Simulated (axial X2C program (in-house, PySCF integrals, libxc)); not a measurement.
## Low determinants of WCl⁻ at the PBE0 level, scalar-relativistic

Calculated with an in-house all-electron X2C program for linear molecules (integrals from PySCF). Spin-free means the one-electron spin-free X2C Hamiltonian. Basis: W dyall-acv3z [14s15p10d7f4g], Cl dyall-av3z [9s8p3d2f] (cores contracted in-house); Gaussian nuclei, density fitting, unrestricted open shells. Masses: W 183.951 u, Cl 34.969 u.

Search at 2.360 Å (vertical energies from the lowest determinant):

```csv
ΔE (eV),state,electrons beyond evenly filled partner blocks,"electrons in σ, π, δ, φ"
0.00,"M_S = 2, Λ = 0","π+α, π-α, δ+α, δ-α",36 38 14 4
0.14,"M_S = 3, Λ = 0","2 × σα, π+α, π-α, δ+α, δ-α",36 38 14 4
0.75,"M_S = 2, Λ = 1","σα, π+α, δ+α, δ-α",37 37 14 4
1.08,"M_S = 2, Λ = 2","σα, π+α, π-α, δ+α",37 38 13 4
1.16,"M_S = 3, Λ = 1","σα, 2 × π+α, π-α, δ+α, δ-α",35 39 14 4
1.27,"M_S = 2, Λ = 1","σα, π+α, π+β, π-α, δ+α, δ-α",35 39 14 4
1.38,"M_S = 1, Λ = 1","σβ, π+α, δ+α, δ-α",37 37 14 4
```

Lowest determinant, M_S = 2, Λ = 0 (beyond evenly filled blocks: π+α, π-α, δ+α, δ-α): Re = 2.349 Å, ωe = 302.5 cm⁻¹.

The determinant in row 2 of the search, M_S = 3, Λ = 0 (beyond evenly filled blocks: 2 × σα, π+α, π-α, δ+α, δ-α), was followed along the bond at PBE0; measured from the minimum of the lowest determinant it gives:

Te = 0.118 eV (948 cm⁻¹), Re = 2.444 Å, ωe = 245.4 cm⁻¹.

(1) Compare the bond of the determinant in row 2 with that of the lowest one.

The search compares states at one distance, so a state with another bond length can lie lower; it is not exhaustive and yields mostly the lowest determinant of each block pattern, so other components and higher states of one pattern are missing. These are energies of single determinants, not of spin-adapted states; PBE0 term energies can be off by some tenths of an eV, and the functional has no current term. The lowest determinant need not be the ground state where others lie within half an eV. For an anion, determinants above electron detachment are held by the basis set. Spin–orbit coupling is large for these atoms, so the spin-free order is a model. The highest occupied level of some functionals is positive through self-interaction error; at Hartree–Fock it is bound. Row 1 is spin-contaminated (⟨S²⟩ = 6.22 against 6.00), so its values are not those of a pure state. Row 1 has a positive highest level at its minimum. Row 2 has a positive highest level at its minimum.

Answers

(1) At PBE0 its Re is 0.095 Å longer and its force constant, which goes as ωe², is 0.66 times that of the lowest determinant. T0 ≈ Te + Δωe/2 = 948 + (-29) = 919 cm⁻¹.
